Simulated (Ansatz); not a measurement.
Consider the ligand exchange at the Al–Cl bond: `C[O][AlH][Cl]` + CH₃OH → `C[O][AlH][O]C` + HCl.

Computed with Ansatz on PBE0-D4/def2-TZVP structures; ΔE is electronic, products minus reactants. CBS: MP2 limit from def2 TZ/QZ plus the TZ coupled-cluster correction, frozen cores. This one scheme is used for every species. DFT in def2-TZVPP. HSE06 is defined as in plane-wave codes. Each species was taken in one conformer, which may not be the lowest.

```json
{"level": "ωB97M-V", "ΔE (kJ/mol)": "36.1", "difference from CCSD(T)/CBS": "-0.4"}
{"level": "PBE-QIDH", "ΔE (kJ/mol)": "39.6", "difference from CCSD(T)/CBS": "3.1"}
{"level": "revPBE", "ΔE (kJ/mol)": "41.4", "difference from CCSD(T)/CBS": "4.9"}
{"level": "r2SCAN", "ΔE (kJ/mol)": "37.8", "difference from CCSD(T)/CBS": "1.3"}
{"level": "HSE06", "ΔE (kJ/mol)": "41.5", "difference from CCSD(T)/CBS": "5.0"}
{"level": "LC-ωPBE", "ΔE (kJ/mol)": "37.0", "difference from CCSD(T)/CBS": "0.5"}
{"level": "RPA@PBE/def2-TZVPP", "ΔE (kJ/mol)": "29.5", "difference from CCSD(T)/CBS": "-7.0"}
{"level": "MP2/def2-TZVPP", "ΔE (kJ/mol)": "34.2", "difference from CCSD(T)/CBS": "-2.3"}
{"level": "SCS-MP2/def2-TZVPP", "ΔE (kJ/mol)": "32.5", "difference from CCSD(T)/CBS": "-4.0"}
{"level": "MP2/def2-QZVPP", "ΔE (kJ/mol)": "36.0", "difference from CCSD(T)/CBS": "-0.5"}
{"level": "CCSD(T)/CBS", "ΔE (kJ/mol)": "36.5", "difference from CCSD(T)/CBS": "0"}
```

Largest T1 diagnostic among the species: 0.012.

Leaving LDA and LC-ωPBE aside and taking each functional with its dispersion term where it has one, the values, not all of them listed here, spread over 11.7 kJ/mol, from BLYP-D4 to HSE06-D4. LDA lies −7.9 kJ/mol from PBE without D4. In def2-TZVPP, CCSD(T) changes the Hartree–Fock value by −8.0 kJ/mol (the triples alone add −0.2 kJ/mol) and MP2 by −6.4 kJ/mol.
